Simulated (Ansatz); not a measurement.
Ansatz (an electronic-structure program) input (CCSD(T)/aug-cc-pVDZ):

Ansatz 0.2 input:
```yaml
crystal:
  periodic: [false, false, false]
  atoms:
    - {symbol: C, position_ang: [-1.94731495, 0.26320603, 0.24700152]}
    - {symbol: C, position_ang: [-1.62624692, -1.08693096, 0.27518480]}
    - {symbol: O, position_ang: [-0.32858452, -1.28584617, 0.11182678]}
    - {symbol: C, position_ang: [0.25209665, -0.03747676, -0.03179705]}
    - {symbol: C, position_ang: [-0.75095119, 0.93909570, 0.05108343]}
    - {symbol: C, position_ang: [1.60953770, -0.00519528, -0.21535527]}
    - {symbol: O, position_ang: [2.22676604, 1.12960266, -0.35788635]}
    - {symbol: H, position_ang: [-2.93302779, 0.68270310, 0.35693584]}
    - {symbol: H, position_ang: [-2.23433964, -1.96915912, 0.40317325]}
    - {symbol: H, position_ang: [-0.59665599, 2.00348556, -0.02571583]}
    - {symbol: H, position_ang: [2.17133571, -0.93527463, -0.24157337]}
    - {symbol: H, position_ang: [3.18450772, 1.03200082, -0.48104786]}
basis:
  gaussian:
    orbitals: aug-cc-pVDZ
total_charge: 1
magnetization: {spin_polarized: false}
correlation: {method: ccsd_t, electrons: outside_noble_gas}
output: {forces: true}
```

End of the output:

```
cycle   2  -28.81975262 eV  change   -8.1e-1 eV  update   4.9e-2
cycle   3  -29.04505401 eV  change   -2.3e-1 eV  update   3.1e-2
cycle   4  -29.04471158 eV  change    3.4e-4 eV  update   1.1e-2
cycle   5  -29.03403573 eV  change    1.1e-2 eV  update   7.1e-3
cycle   6  -29.03688922 eV  change   -2.9e-3 eV  update   2.9e-3
cycle   7  -29.03706001 eV  change   -1.7e-4 eV  update   1.3e-3
cycle   8  -29.03651379 eV  change    5.5e-4 eV  update   5.2e-4
cycle   9  -29.03674702 eV  change   -2.3e-4 eV  update   1.5e-4
cycle  10  -29.03691220 eV  change   -1.7e-4 eV  update   6.4e-5
cycle  11  -29.03683937 eV  change    7.3e-5 eV  update   2.0e-5
cycle  12  -29.03686147 eV  change   -2.2e-5 eV  update   9.0e-6
cycle  13  -29.03686265 eV  change   -1.2e-6 eV  update   2.8e-6
coupled cluster: 6.42 GiB planned
perturbative correction -1.29706691 eV, -0.0476663296 hartree
the calculation of the forces begins
0.95 GiB of device memory are held for the factors and their scratch space
Total energy: -9329.62556157 eV, -342.8574155404 hartree
Atom 0 at    -1.947315     0.263206     0.247002 Å, force    -0.661172     0.408259     0.067048 eV/Å
Atom 1 at    -1.626247    -1.086931     0.275185 Å, force    -0.209096    -0.465494     0.052559 eV/Å
Atom 2 at    -0.328585    -1.285846     0.111827 Å, force     0.698159    -0.718885    -0.055623 eV/Å
Atom 3 at     0.252097    -0.037477    -0.031797 Å, force    -0.272616    -0.210232     0.047608 eV/Å
Atom 4 at    -0.750951     0.939096     0.051083 Å, force     0.100930     0.708811    -0.050899 eV/Å
Atom 5 at     1.609538    -0.005195    -0.215355 Å, force     0.448870    -0.469281    -0.035388 eV/Å
Atom 6 at     2.226766     1.129603    -0.357886 Å, force     0.207945     0.934223    -0.077123 eV/Å
Atom 7 at    -2.933028     0.682703     0.356936 Å, force    -0.481050     0.199151     0.053944 eV/Å
Atom 8 at    -2.234340    -1.969159     0.403173 Å, force    -0.275550    -0.414808     0.058789 eV/Å
Atom 9 at    -0.596656     2.003486    -0.025716 Å, force     0.083557     0.530452    -0.039166 eV/Å
Atom 10 at     2.171336    -0.935275    -0.241573 Å, force     0.241288    -0.401382    -0.011159 eV/Å
Atom 11 at     3.184508     1.032001    -0.481048 Å, force     0.118735    -0.100814    -0.010591 eV/Å
Dipole moment:     0.353508    -0.005920    -0.047047 e Å
```

It need not be the lowest isomer of its formula.
